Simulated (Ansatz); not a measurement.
Ideal-gas functions of `BO[Si](F)(F)Br` at 600 K and 1 bar, from an Ansatz frequency run at PBE0-D4/def2-TZVP.

Molar mass 174.81 g/mol, point group Cs (symmetry number 1), electronic degeneracy 1, moments of inertia 209.886, 353.418, 440.955 u Å². Harmonic wavenumbers (cm⁻¹, unscaled): 48, 117, 196, 208, 233, 286, 325, 358, 487, 784, 941, 999, 1017, 1062, 1241, 1379, 2576, 2678.

Use S(trans) = R[1.5 ln M + 2.5 ln T − 1.1517]; rotational temperatures θ = 24.2544 K / I; S(rot) = R[ln(√π/σ · √(T³/θAθBθC)) + 1.5]; for each mode x = 1.438777 ν̃/T, S = R[x/(eˣ − 1) − ln(1 − e⁻ˣ)] and H = RT x/(eˣ − 1); 1 cm⁻¹ = 0.0119627 kJ/mol; R = 8.31446 J/(mol·K).

Q: By hand: the entropy, in J/(mol·K).

A: Translation 187.8. Rotation: θ = 0.1156, 0.0686, 0.055 K, giving 129.2. Vibration, mode by mode: 26.29, 18.91, 14.67, 14.18, 13.26, 11.61, 10.59, 9.83, 7.48, 4.19, 3.11, 2.79, 2.70, 2.48, 1.77, 1.36, 0.12, 0.10, in all 145.5. Electronic 0.0. Sum 462.5 J/(mol·K).

Q: By hand: H − E and G − E in kJ/mol, counted from the electronic energy.

A: Zero-point energy ½ × 14935 × 0.0119627 = 89.3; thermal vibration 41.0; translation, rotation and pV give 4 RT = 20.0. H − E = 150.3 kJ/mol, and G − E = 150.3 − 600 × 462.5/1000 = -127.2 kJ/mol.

Vibration gives 31 % of the entropy, 45.2 J/(mol·K) of it from the modes under 150 cm⁻¹: soft modes count most, and the harmonic formula is weakest for them. The sum counts one conformer and one mirror image; others add a mixing term.
